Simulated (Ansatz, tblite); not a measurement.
Cost and result up the ladder for Mo₃H₃Se₉ (15 atoms). Total charge 0; doublet. Geometry: PBE-D4/def2-SVP.

| atom | x (Å) | y (Å) | z (Å) |
| --- | --- | --- | --- |
| Mo1 | -0.0700 | -1.3338 | 0.5460 |
| Mo2 | 1.7385 | 0.8825 | 0.2166 |
| Mo3 | -0.9777 | 0.6105 | -1.1002 |
| Se4 | -0.1533 | -3.9310 | 1.2740 |
| Se5 | -1.5340 | -1.7167 | -1.3633 |
| Se6 | -0.7225 | -2.1618 | 2.7660 |
| Se7 | 2.1753 | -1.5615 | -0.1936 |
| Se8 | 3.0661 | 1.1491 | 2.0686 |
| Se9 | 0.9394 | 0.9559 | -2.3555 |
| Se10 | -0.4519 | 1.0651 | 1.2875 |
| Se11 | 2.4871 | 3.2226 | -0.3947 |
| Se12 | -2.8824 | 2.1243 | -1.4758 |
| H13 | -1.5459 | -4.2695 | 0.8363 |
| H14 | 1.7128 | 3.4533 | -1.6552 |
| H15 | -3.7815 | 1.5111 | -0.4566 |

Ansatz on 2 threads of AMD EPYC 7R13 on a shared host and a share (18 GiB) of an NVIDIA H100 80GB HBM3; xTB runs through tblite on one thread. Times are rough, summed over both states, and most runs start from the orbitals of an earlier one. PBE0-D4/def2-TZVP serves as the yardstick here, not as an exact answer. Differences are given only for rows in sets of like size (and for xTB, whose basis is part of the method), since another set adds its own error. The other state is a quartet at its own geometry, which has other bonds, so the gap mixes isomer and spin.

In the def2 sets Mo takes a core potential; there is no spin–orbit coupling. The xTB rows come from tblite. B3LYP takes the VWN-RPA correlation. Correlated methods freeze 81 core orbitals; core or outer-core shells of Mo, Se are correlated, in sets that lack core-valence functions. The rows differ in basis, and correlated rows in double-zeta sets carry the largest basis error. Single mean-field runs in def2-TZVP are fitted with def2-universal-jkfit.

Run but left out: HF/def2-SVP, HF/def2-TZVP, PBE-QIDH/def2-TZVP, MP2/def2-SVP (doublet: ⟨S²⟩ 2.16 to 3.94, where a pure state has 0.75).

Correlated methods converge slowly with the basis, most of all in double-zeta sets.

xTB has no spin-polarisation term.

```tsv
level	functions	quartet − doublet (eV)	difference from PBE0-D4/def2-TZVP (eV)
PBE0-D4/def2-TZVP (with forces)	570	0.77	0.00
RPA@PBE/def2-SVP	396	1.08	–
GFN1-xTB	114	1.33	0.56
PBE-D4/def2-TZVP	570	0.99	0.22
GFN2-xTB	111	1.14	0.37
B3LYP-D4/def2-TZVP	570	0.89	0.11
r2SCAN-D4/def2-TZVP (with forces)	570	0.90	0.12
```

(1) Estimate how long each takes.

## Answers

(1) GFN1-xTB 0.15 s; GFN2-xTB 0.22 s; PBE-D4/def2-TZVP 24 s; r2SCAN-D4/def2-TZVP (with forces) 28 s; RPA@PBE/def2-SVP 33 s; B3LYP-D4/def2-TZVP 33 s; PBE0-D4/def2-TZVP (with forces) 38 s. On shared hardware such times vary by a factor of up to 3.
